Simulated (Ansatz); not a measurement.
Consider the hydrogenolysis of the Si–C bond: `C[SiH2][SiH]1C=N1` + H₂ → `[SiH3][SiH]1C=N1` + CH₄.

Program: Ansatz. Geometries: PBE0-D4/def2-TZVP. ΔE: electronic, gas phase. CBS: MP2 limit from def2 TZ/QZ plus the TZ coupled-cluster correction, frozen cores. This one scheme is used for every species. Functionals use def2-TZVPP. One conformer a species, not always the lowest.

```csv
species,r2SCAN energy (Eh)
`C[SiH2][SiH]1C=N1`,-714.05035
H₂,-1.17128
`[SiH3][SiH]1C=N1`,-674.73131
CH₄,-40.50087
```

Problem. Work out ΔE.

Solution. ΔE = (-674.73131) + (-40.50087) − (-714.05035) − (-1.17128) = -0.01055 Eh = -0.29 eV. CCSD(T)/CBS gives -0.28 eV.

Largest T1 diagnostic among the species: 0.017.

In def2-TZVPP, CCSD(T) changes the Hartree–Fock value by +0.22 eV (the triples alone add +0.04 eV) and MP2 by +0.27 eV. The D4 term adds +0.09 eV with B3LYP and +0.05 eV with PBE0; it sums over pairs of atoms, weighted by their polarisabilities, and B3LYP, whose exchange is more repulsive, gets the larger term.

B3LYP here is the variant with VWN-RPA as its local correlation; programs differ in this.
